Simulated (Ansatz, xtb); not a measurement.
Ranking isomers of C5H5FO2S

4 gas-phase structures of C5H5FO2S, from a drawn sample of its isomers (lower ones may exist). Each was relaxed with GFN2-xTB; where two conformers were screened, the lower at r2SCAN-D4/def2-SVP is listed:

A. `C=C(S)[C@@]1(F)OC=C1O`, a singlet
B. `CC(=S)[C@@]1(F)OCC1=O`, a singlet
C. `CC(=S)[C@@]1(F)OC=C1O`, a singlet
D. `C=C(S)[C@@]1(F)OCC1=O`, a singlet

Question: Make a reasoned guess at their ranking by r2SCAN-D4/def2-SVP single-point energy.

Answer: Calculated order at r2SCAN-D4/def2-SVP: B (0.0), D (4.9), C (20.1), A (28.6) kcal/mol.

Energies above the lowest of each column, in kcal/mol; the last columns are at PBE0-D3(BJ)/def2-SVP geometries and were run for some of them only (a dash: not run or not comparable):

```csv
structure,GFN2-xTB,HF/STO-3G,r2SCAN-D4/def2-SVP,PBE0-D3(BJ)/def2-SVP,CCSD(T)/def2-SVP + ΔMP2/def2-TZVPP
B,0.0,0.0,0.0,0.0,0.0
D,6.1,1.0,4.9,3.8,2.3
C,11.0,29.7,20.1,18.9,18.4
A,15.8,30.4,28.6,–,–
```

Every level run on B puts it lowest or level with the lowest. Flexible structures stand in one conformer each, not always the lowest. Frequencies (GFN2-xTB) were run for B, C, D alone. ΔMP2 is the change of the MP2 energy from the smaller to the larger basis.

Over these structures GFN2-xTB departs from r2SCAN-D4/def2-SVP by 5.8 kcal/mol on average once a common shift is removed. A GFN2-xTB relaxation took about 0.32 s and the r2SCAN-D4/def2-SVP energy about 6.9 s on a shared host (Ansatz 0.2.0, xtb 6.7.1).
